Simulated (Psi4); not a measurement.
CH7Si2 (SMILES [SiH3][CH][SiH3]), doublet, at a GFN2-xTB geometry; SVWN/STO-3G in Psi4 1.11.

Psi4 was given this input:
```
memory 2 GB

molecule {
0 2
  Si    1.65763983    0.18314501    0.25440143
  C     0.06382217   -0.17599833   -0.63345436
  Si   -1.68326469   -0.11248097   -0.00006696
  H     2.54936727   -0.98178806    0.16588454
  H     2.33758802    1.32021749   -0.38281448
  H     1.39028229    0.49486312    1.65803440
  H     0.16857909   -0.46487978   -1.67319845
  H    -2.29097586   -1.44875685   -0.07982525
  H    -2.48195771    0.79589703   -0.83494478
  H    -1.69706811    0.35114051    1.38690757
}

set basis sto-3g
set reference uks
set df_basis_scf def2-universal-jkfit

energy('svwn')
print_variables()
```

The log (banner, timings and long lists left out):

```
   => Loading Basis Set <=

    Name: STO-3G
    Role: ORBITAL
    Keyword: BASIS

         ---------------------------------------------------------
                                   SCF
               by Justin Turney, Rob Parrish, Andy Simmonett
                          and Daniel G. A. Smith
                              UKS Reference
         ---------------------------------------------------------

  ==> Geometry <==

    Molecular point group: c1
    Full point group: C1

    Geometry (in Angstrom), charge = 0, multiplicity = 2:

       Center              X                  Y                   Z               Mass
    ------------   -----------------  -----------------  -----------------  -----------------
         SI           1.657312041632     0.184048932220     0.257654837569    27.976926534650
         C            0.063494381632    -0.175094407780    -0.630200952431    12.000000000000
         SI          -1.683592478368    -0.111577047780     0.003186447569    27.976926534650
         H            2.549039481632    -0.980884137780     0.169137947569     1.007825032230
         H            2.337260231632     1.321121412220    -0.379561072431     1.007825032230
         H            1.389954501632     0.495767042220     1.661287807569     1.007825032230
         H            0.168251301632    -0.463975857780    -1.669945042431     1.007825032230
         H           -2.291303648368    -1.447852927780    -0.076571842431     1.007825032230
         H           -2.482285498368     0.796800952220    -0.831691372431     1.007825032230
         H           -1.697395898368     0.352044432220     1.390160977569     1.007825032230

  Running in c1 symmetry.

  Rotational constants: A =      0.82560  B =      0.08749  C =      0.08357 [cm^-1]
  Rotational constants: A =  24750.72380  B =   2623.00162  C =   2505.44560 [MHz]
  Nuclear repulsion =  139.133914444309397

  Charge       = 0
  Multiplicity = 2
  Electrons    = 41
  Nalpha       = 21
  Nbeta        = 20

  ==> Algorithm <==

  SCF Algorithm Type is DF.
  DIIS enabled.
  MOM disabled.
  Fractional occupation disabled.
  Guess Type is SAD.
  Energy threshold   = 1.00e-06
  Density threshold  = 1.00e-06
  Integral threshold = 1.00e-12

  ==> Primary Basis <==

  Basis Set: STO-3G
    Blend: STO-3G
    Number of shells: 20
    Number of basis functions: 30
    Number of Cartesian functions: 30
    Spherical Harmonics?: true
    Max angular momentum: 1

  ==> DFT Potential <==

   => LibXC <=

    Version 7.1.2
    S. Lehtola, C. Steigemann, M. J. T. Oliveira, and M. A. L. Marques,  SoftwareX 7, 1–5 (2018) (10.1016/j.softx.2017.11.002)

   => Composite Functional: SVWN <=

    Slater exchange
    Vosko, Wilk & Nusair (VWN5_RPA)
    P. A. M. Dirac,  Math. Proc. Cambridge Philos. Soc. 26, 376 (1930) (10.1017/S0305004100016108)
    F. Bloch,  Z. Phys. 57, 545 (1929) (10.1007/BF01340281)
    S. H. Vosko, L. Wilk, and M. Nusair,  Can. J. Phys. 58, 1200 (1980) (10.1139/p80-159)

    Deriv               =              1
    GGA                 =          FALSE
    Meta                =          FALSE

    Exchange Hybrid     =          FALSE
    MP2 Hybrid          =          FALSE

   => Exchange Functionals <=

    1.0000         XC_LDA_X

   => Correlation Functionals <=

    1.0000   XC_LDA_C_VWN_RPA

   => LibXC Density Thresholds  <==

    XC_LDA_C_VWN_RPA:  1.00E-15
    XC_LDA_X:  1.00E-15

   => Molecular Quadrature <=

    Radial Scheme          =       TREUTLER
    Pruning Scheme         =           NONE
    Nuclear Scheme         =       TREUTLER

    Blocking Scheme        =         OCTREE
    BS radius alpha        =              1
    Pruning alpha          =              1
    Radial Points          =             75
    Spherical Points       =            302
    Total Points           =         213370
    Total Blocks           =           1646
    Max Points             =            256
    Max Functions          =             29
    Weights Tolerance      =       1.00E-15

   => Loading Basis Set <=

    Name: DEF2-UNIVERSAL-JKFIT
    Role: JKFIT
    Keyword: DF_BASIS_SCF

  ==> Integral Setup <==

  SCF_SUBTYPE=INCORE selected. In-core MEM_DF algorithm will be used.
  Using in-core AOs.

  ==> MemDFJK: Density-Fitted J/K Matrices <==

    J tasked:                   Yes
    K tasked:                    No
    wK tasked:                   No
    Algorithm:                 Core
    Schwarz Cutoff:           1E-12
    Mask sparsity (%):       6.0000
    Fitting Condition:        1E-10

   => Auxiliary Basis Set <=

  Basis Set: DEF2-UNIVERSAL-JKFIT
    Blend: DEF2-UNIVERSAL-JKFIT
    Number of shells: 143
    Number of basis functions: 457
    Number of Cartesian functions: 539
    Spherical Harmonics?: true
    Max angular momentum: 4

  Minimum eigenvalue in the overlap matrix is 2.6480814599E-01.
  Reciprocal condition number of the overlap matrix is 1.2609200277E-01.
    Using symmetric orthogonalization.

  ==> Pre-Iterations <==

  SCF Guess: Superposition of Atomic Densities via on-the-fly atomic UHF (no occupation information).

   -------------------------
    Irrep   Nso     Nmo
   -------------------------
     A         30      30
   -------------------------
    Total      30      30
   -------------------------

  ==> Iterations <==

                           Total Energy        Delta E     RMS |[F,P]|

   @DF-UKS iter SAD:  -610.16415291002477   -6.10164e+02   0.00000e+00
   @DF-UKS iter   1:  -611.98939762845282   -1.82524e+00   8.83669e-03 ADIIS/DIIS
   @DF-UKS iter   2:  -611.98779240654426    1.60522e-03   8.85621e-03 ADIIS/DIIS
   @DF-UKS iter   3:  -612.03776657396975   -4.99742e-02   1.15419e-03 ADIIS/DIIS
   @DF-UKS iter   4:  -612.03857679371777   -8.10220e-04   2.95090e-04 ADIIS/DIIS
   @DF-UKS iter   5:  -612.03864176693673   -6.49732e-05   2.10698e-05 DIIS
   @DF-UKS iter   6:  -612.03864224682195   -4.79885e-07   6.57723e-06 DIIS
   @DF-UKS iter   7:  -612.03864228873522   -4.19133e-08   1.09980e-06 DIIS
   @DF-UKS iter   8:  -612.03864228987254   -1.13732e-09   1.49408e-07 DIIS
  Energy and wave function converged.

  ==> Post-Iterations <==

   Electrons on quadrature grid:
      Nalpha   =   20.9999854495 ; deviation = -1.455e-05
      Nbeta    =   19.9999877660 ; deviation = -1.223e-05
      Ntotal   =   40.9999732155 ; deviation = -2.678e-05

   @Spin Contamination Metric:   3.288583573E-03
   @S^2 Expected:                7.500000000E-01
   @S^2 Observed:                7.532885836E-01
   @S   Expected:                5.000000000E-01
   @S   Observed:                5.000000000E-01

    Orbital Energies [Eh]
    ---------------------

    Alpha Occupied:

       1A    -64.361230     2A    -64.361218     3A     -9.520680
       4A     -4.814030     5A     -4.813768     6A     -3.208536
       7A     -3.208146     8A     -3.208126     9A     -3.207975
      10A     -3.207866    11A     -3.207625    12A     -0.564670
      13A     -0.451027    14A     -0.415775    15A     -0.300712
      16A     -0.271877    17A     -0.259960    18A     -0.257809
      19A     -0.239443    20A     -0.223886    21A     -0.094862

    Alpha Virtual:

      22A      0.218383    23A      0.278613    24A      0.282004
      25A      0.292364    26A      0.296166    27A      0.297695
      28A      0.323977    29A      0.359875    30A      0.462726

    Beta Occupied:

       1A    -64.361503     2A    -64.361491     3A     -9.505123
       4A     -4.814412     5A     -4.814149     6A     -3.208991
       7A     -3.208589     8A     -3.208579     9A     -3.208347
      10A     -3.208236    11A     -3.208066    12A     -0.539367
      13A     -0.448551    14A     -0.407668    15A     -0.291197
      16A     -0.264811    17A     -0.257720    18A     -0.254778
      19A     -0.232181    20A     -0.210626

    Beta Virtual:

      21A     -0.018541    22A      0.235052    23A      0.282468
      24A      0.283064    25A      0.296328    26A      0.299927
      27A      0.304033    28A      0.334674    29A      0.373616
      30A      0.482452

    Final Occupation by Irrep:
              A
    DOCC [    20 ]
    SOCC [     1 ]
    NA   [    21 ]
    NB   [    20 ]

  @DF-UKS Final Energy:  -612.03864228987254

   => Energetics <=

    Nuclear Repulsion Energy =            139.1339144443093971
    One-Electron Energy =               -1129.2918878763262001
    Two-Electron Energy =                 426.0578779128728684
    DFT Exchange-Correlation Energy =     -47.9385467707286637
    Empirical Dispersion Energy =           0.0000000000000000
    VV10 Nonlocal Energy =                  0.0000000000000000
    Total Energy =                       -612.0386422898725414

  UHF NO Occupations:
  HONO-2 :   19  A 1.9995404
  HONO-1 :   20  A 1.9992549
  HONO-0 :   21  A 1.0000000
  LUNO+0 :   22  A 0.0007451
  LUNO+1 :   23  A 0.0004596
  LUNO+2 :   24  A 0.0003270
  LUNO+3 :   25  A 0.0000751

Computation Completed

Properties will be evaluated at   0.000000,   0.000000,   0.000000 [a0]

Properties computed using the SCF density matrix

 Multipole Moments:

 ------------------------------------------------------------------------------------
     Multipole            Electronic (a.u.)      Nuclear  (a.u.)        Total (a.u.)
 ------------------------------------------------------------------------------------

 L = 1.  Multiply by 2.5417464519 to convert [e a0] to [Debye]
 Dipole X            :          0.0303814           -0.0253967            0.0049847
 Dipole Y            :         -0.0837810            0.0700349           -0.0137461
 Dipole Z            :         -0.3015450            0.2520700           -0.0494751
 Magnitude           :                                                    0.0515906

 ------------------------------------------------------------------------------------

  Variable Map:
  ----------------------------------------------------------------------------
  "CURRENT ENERGY"              =>    -612.038642289873
  "CURRENT REFERENCE ENERGY"    =>    -612.038642289873
  "DD SOLVATION ENERGY"         =>       0.000000000000
  "DFT FUNCTIONAL TOTAL ENERGY" =>    -612.038642289873
  "DFT TOTAL ENERGY"            =>    -612.038642289873
  "DFT VV10 ENERGY"             =>       0.000000000000
  "DFT XC ENERGY"               =>     -47.938546770729
  "GRID ELECTRONS ALPHA"        =>      20.999985449499
  "GRID ELECTRONS BETA"         =>      19.999987765963
  "GRID ELECTRONS TOTAL"        =>      40.999973215462
  "NUCLEAR REPULSION ENERGY"    =>     139.133914444309
  "ONE-ELECTRON ENERGY"         =>   -1129.291887876326
  "PCM POLARIZATION ENERGY"     =>       0.000000000000
  "PE ENERGY"                   =>       0.000000000000
  "SCF ITERATION ENERGY"        =>    -612.038642289873
  "SCF ITERATIONS"              =>       8.000000000000
  "SCF TOTAL ENERGY"            =>    -612.038642289873
  "TWO-ELECTRON ENERGY"         =>     426.057877912873
  "XC GRID RADIAL POINTS"       =>      75.000000000000
  "XC GRID SPHERICAL POINTS"    =>     302.000000000000
  "XC GRID TOTAL POINTS"        =>  213370.000000000000

  Array Variable Map:
  ----------------------------------------------------------------------------
  "CURRENT DIPOLE"              =>       0.004984741661 ... -0.049475071327 1 by 3
  "SCF DIPOLE"                  =>       0.004984741661 ... -0.049475071327 1 by 3
  "SCF TOTAL ENERGIES"          =>    -610.164152910025 ... -612.038642289873 1 by 9
```
